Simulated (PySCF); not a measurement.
Job file and geometry (Å, from GFN2-xTB) of an NMR shielding run on `C[Si@@H]1O[Si@@H](Cl)[SiH2][SiH2]1`, CH$_{9}$ClOSi$_{4}$, GIAO PBE0/pcSseg-1 NMR shielding, non-relativistic, gas phase (PySCF); density fitting, a coarse starting grid and PySCF grid level 2 are the driver's defaults:

```
$ OMP_NUM_THREADS=1 python probes_run.py task.json out

{"job": {"kind": "nmr", "xc": "PBE0", "basis": "pcSseg-1"}, "charge": 0, "multiplicity": 1}
C     -2.602320     0.032838    -0.417505
Si    -1.084705    -0.305146     0.670962
O     -0.243846     1.110842     0.743889
Si     1.263730     1.679835     0.477220
Cl     2.056734     2.057052     2.302316
Si     2.250716    -0.135440    -0.582402
Si     0.523564    -1.703747    -0.277111
H     -3.172644     0.885229    -0.059080
H     -3.264459    -0.827246    -0.427649
H     -2.316888     0.240611    -1.445549
H     -1.500516    -0.520328     2.061508
H      0.995747     2.978158    -0.130873
H      3.562844    -0.484670    -0.018824
H      2.544045     0.194426    -1.987673
H      0.074868    -2.365924    -1.514169
H      0.905531    -2.827546     0.593529
```

Problem. Write the output of this run.

Solution. 
```
coarse grid: 15872 points
cycle   1  E = -1736.0349039639  dE =  6.073e-01  |g| = 8.363e-01  |ddm| = 3.742e+00
cycle   2  E = -1735.7431169959  dE =  2.918e-01  |g| = 1.464e+00  |ddm| = 2.334e+00
cycle   3  E = -1736.1633449508  dE = -4.202e-01  |g| = 1.637e-01  |ddm| = 1.821e+00
cycle   4  E = -1736.1688057863  dE = -5.461e-03  |g| = 5.884e-02  |ddm| = 2.390e-01
cycle   5  E = -1736.1696619970  dE = -8.562e-04  |g| = 8.279e-03  |ddm| = 6.630e-02
cycle   6  E = -1736.1696807200  dE = -1.872e-05  |g| = 2.779e-03  |ddm| = 1.490e-02
cycle   7  E = -1736.1696826334  dE = -1.913e-06  |g| = 3.706e-04  |ddm| = 3.801e-03
final grid: 130216 points
cycle   8  E = -1736.2162078569  dE = -1.942e-05  |g| = 8.354e-03  |ddm| = 1.918e-02
cycle   9  E = -1736.2161911073  dE =  1.675e-05  |g| = 1.241e-02  |ddm| = 1.578e-02
cycle  10  E = -1736.2162198903  dE = -2.878e-05  |g| = 1.341e-03  |ddm| = 1.093e-02
cycle  11  E = -1736.2162202099  dE = -3.196e-07  |g| = 3.144e-04  |ddm| = 1.554e-03
cycle  12  E = -1736.2162202345  dE = -2.463e-08  |g| = 3.733e-05  |ddm| = 3.013e-04
cycle  13  E = -1736.2162202348  dE = -3.010e-10  |g| = 1.215e-05  |ddm| = 6.688e-05
converged SCF energy = -1736.2162202348

GIAO shielding tensors (ppm)
atom      isotropic    diamagn.    paramagn.     s11        s22        s33       span
  0 C      182.986     254.189     -71.203    169.701    186.873    192.385     22.684
  1 Si     348.621     880.350    -531.729    292.877    348.023    404.963    112.086
  2 O      229.862     404.875    -175.013    106.489    250.817    332.281    225.792
  3 Si     340.608     878.588    -537.981    305.818    339.962    376.043     70.225
  4 Cl     870.207    1148.188    -277.981    699.643    952.160    958.819    259.175
  5 Si     468.305     881.988    -413.683    442.675    468.797    493.442     50.767
  6 Si     473.477     882.515    -409.038    452.923    468.784    498.724     45.801
  7 H       30.756      29.561       1.195     26.261     28.266     37.740     11.479
  8 H       31.773      29.341       2.432     27.452     28.587     39.281     11.828
  9 H       31.369      32.404      -1.035     27.023     30.287     36.796      9.773
 10 H       26.035      29.494      -3.460     22.333     24.512     31.259      8.926
 11 H       25.711      28.282      -2.571     21.590     23.793     31.750     10.160
 12 H       28.262      29.351      -1.089     24.240     25.786     34.759     10.519
 13 H       28.219      29.728      -1.509     24.629     25.229     34.797     10.168
 14 H       28.394      30.333      -1.939     24.568     25.686     34.928     10.360
 15 H       28.152      29.956      -1.804     24.557     25.093     34.806     10.249
```

Problem. Turn these shieldings into chemical shifts. Shifts are taken against calculated references (same method and geometry level): 13C (186.93 ppm), 29Si (349.16 ppm), 1H (31.72 ppm) vs TMS; 17O (336.08 ppm) vs H2O; HCl for 35Cl (949.78 ppm).

Solution. Averaging equivalent atoms: C 0: 3.9; Si 3: 8.6; Si 1: 0.5; Si 5: -119.1; Si 6: -124.3; O 2: 106.2; Cl 4: 80; H 11: 6.01; H 10: 5.68; H 15: 3.56; H 13: 3.50; H 12: 3.46; H 14: 3.32; H 7/8/9: 0.42 ppm. Experimental scales use liquid or dissolved standards, which lie at an offset from isolated H2O (liquid H2O: subtract about 36 ppm).

Size and cost of the density-fitted run: 199 basis functions, 57 s wall time on 1 thread of an Arm Neoverse N1, shared host; peak memory 0.91 GiB.
